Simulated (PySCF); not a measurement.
# Steps of a relaxation of [Y(NH2)4]−

[Y(NH2)4]− (singlet). PySCF 2.14.0, RKS PBE0, Y def2-SVP with ECP28, N def2-SVP, H def2-SVP; non-relativistic Hamiltonian with scalar-relativistic core potentials where named; density fitting; no spin-orbit coupling. Origin of the start: displaced along the imaginary mode. Columns: position (Å) and force (eV/Å). Energies are counted from the last step; some of the 23 steps are shown. Forces carry noise of the integration grid, about 0.01 to 0.03 eV/Å.

Run from Python with OMP_NUM_THREADS=2. Where DIIS fails, smearing, a level shift and second-order steps follow.
It took 2 min on 2 threads of Intel(R) Xeon(R) 6975P-C (Granite Rapids), with other jobs on the host, from the converged density of the start.

```xyz
13
step 0  E = 0.229 eV
Y     0.0000    0.0000    0.0000     0.00    0.00    0.00
N     1.1409    1.3586    1.3600     0.83    0.60    0.48
H     1.7939    1.0435    2.1215    -0.67    0.56   -0.89
H     1.3691    2.3628    1.1502    -0.12   -1.19    0.40
N    -1.1409   -1.3600    1.3586    -0.83   -0.48    0.60
H    -1.3691   -1.1502    2.3628     0.12   -0.40   -1.19
H    -1.7939   -2.1215    1.0435     0.67    0.89    0.56
N     1.1409   -1.3586   -1.3600     0.83   -0.60   -0.48
H     1.3691   -2.3628   -1.1502    -0.12    1.19   -0.40
H     1.7939   -1.0435   -2.1215    -0.67   -0.56    0.89
N    -1.1409    1.3600   -1.3586    -0.83    0.48   -0.60
H    -1.7939    2.1215   -1.0435     0.67   -0.89   -0.56
H    -1.3691    1.1502   -2.3628     0.12    0.40    1.19
```

```xyz
13
step 7  E = 0.027 eV
Y     0.0000    0.0000    0.0000     0.00    0.00    0.00
N     1.2476    1.3199    1.2982     0.03    0.04    0.04
H     2.0147    1.0572    1.9213    -0.05    0.01   -0.08
H     1.2730    2.3403    1.2561     0.00   -0.04    0.02
N    -1.2476   -1.2982    1.3199    -0.03   -0.04    0.04
H    -1.2730   -1.2561    2.3403     0.00   -0.02   -0.04
H    -2.0147   -1.9213    1.0572     0.05    0.08    0.01
N     1.2476   -1.3199   -1.2982     0.03   -0.04   -0.04
H     1.2730   -2.3403   -1.2561     0.00    0.04   -0.02
H     2.0147   -1.0572   -1.9213    -0.05   -0.01    0.08
N    -1.2476    1.2982   -1.3199    -0.03    0.04   -0.04
H    -2.0147    1.9213   -1.0572     0.05   -0.08   -0.01
H    -1.2730    1.2561   -2.3403     0.00    0.02    0.04
```

```xyz
13
step 15  E = 0.005 eV
Y     0.0000    0.0000    0.0000     0.00    0.00    0.00
N     1.3148    1.3065    1.2397    -0.01    0.04   -0.04
H     2.2012    1.0365    1.6659     0.03   -0.03    0.03
H     1.2527    2.3168    1.3674     0.00    0.00    0.01
N    -1.3148   -1.2397    1.3065     0.01    0.04    0.04
H    -1.2527   -1.3674    2.3168     0.00   -0.01    0.00
H    -2.2012   -1.6659    1.0365    -0.03   -0.03   -0.03
N     1.3148   -1.3065   -1.2397    -0.01   -0.04    0.04
H     1.2527   -2.3168   -1.3674     0.00    0.00   -0.01
H     2.2012   -1.0365   -1.6659     0.03    0.03   -0.03
N    -1.3148    1.2397   -1.3065     0.01   -0.04   -0.04
H    -2.2012    1.6659   -1.0365    -0.03    0.03    0.03
H    -1.2527    1.3674   -2.3168     0.00    0.01    0.00
```

Where does the relaxation end?

It converges at step 22 in S4:
```xyz
13
step 22  E = 0
Y     0.0001    0.0000    0.0000
N     1.3377    1.3189    1.2023
H     2.1996    1.0046    1.6507
H     1.2903    2.3214    1.3819
N    -1.3375   -1.2024    1.3189
H    -1.2901   -1.3819    2.3214
H    -2.2000   -1.6503    1.0045
N     1.3377   -1.3189   -1.2023
H     1.2903   -2.3214   -1.3819
H     2.1996   -1.0046   -1.6507
N    -1.3375    1.2024   -1.3189
H    -2.2000    1.6503   -1.0045
H    -1.2901    1.3819   -2.3214
```

How did the contacts change?


```tsv
contact	start (Å)	end (Å)
Y1–N2 (NH2)	2.235	2.230
Y1–N5 (NH2)	2.235	2.230
Y1–N8 (NH2)	2.235	2.230
Y1–N11 (NH2)	2.235	2.230
```
